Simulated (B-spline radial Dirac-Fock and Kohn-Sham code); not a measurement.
Atomic SCF run for Sr

ΔSCF core binding energies without Breit or QED terms, calculated with a radial finite-basis atomic code. Keys: rel is the Hamiltonian (dirac, or spin-free x2c and nr, where L3 and M5 stand for the whole 2p and 3d shells), method is hf or an exchange,correlation pair (spin-unpolarised, also for the hole states), nuc the nuclear model, radius_factor scales its radius, rmax is the box in bohr, h the logarithmic mesh step, order the B-spline order, points the quadrature points per cell, c_factor scales the speed of light, and damp, ndamp, maxit and tol steer the iteration. The run stops when the commutator error falls below 10·tol·max(1, Z/10), or the numerical noise floor, and the energy has settled to about 1e-8 Ha; the virial ratio is −V/T.

Input (task.json):

```json
{"items": [{"Z": 38, "q": 0, "cfg": [[1, 0, 2], [2, 0, 2], [2, 1, 6], [3, 0, 2], [3, 1, 6], [3, 2, 10], [4, 0, 2], [4, 1, 6], [5, 0, 2]], "A": 88, "rrms": 4.224, "do": "settings", "holes": ["K", "L3", "M5"],
  "settings": [{"rel": "dirac", "method": "hf", "nuc": "fermi", "radius_factor": 1.0, "rmax": 45.0, "h": 0.3, "order": 8, "points": 10, "c_factor": 1.0, "maxit": 60, "damp": 0.5, "ndamp": 3, "tol": 1e-08, "cfg": "1s2 2s2 2p6 3s2 3p6 3d10 4s2 4p6 5s3"}]}]}
```

Command: `python xray2_run.py task.json out`

The program stops without a result: overfilled shell.

**Question.** One setting is unsound. Which, and why?

**Answer.** cfg puts more electrons in a shell than it can hold. With the default settings (Dirac Hartree-Fock): The ground state converged in 10 iterations, with total energy -3178.08083 Ha, virial ratio 1.97048 and highest orbital energy -4.93 eV. ΔSCF binding energies: K (1s) 16152.2 eV, L3 (2p3/2) 1951.9 eV, M5 (3d5/2) 141.2 eV.
